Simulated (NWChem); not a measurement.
Molecule: PbHI, singlet; SMILES [I][PbH]

Low-valent species are run as closed-shell singlets; no triplet was tried in these runs. def2 effective core potentials on I, Pb; no spin-orbit coupling.

Question: Give the equilibrium geometry at PBE-D3(BJ)/def2-SVP with def2 effective core potentials on I, Pb (NWChem) as a Z-matrix, with the point group.

Answer: point group Cs; any orientation.
```
Pb
H 1 1.8812
I 1 2.8527 2 93.16
```
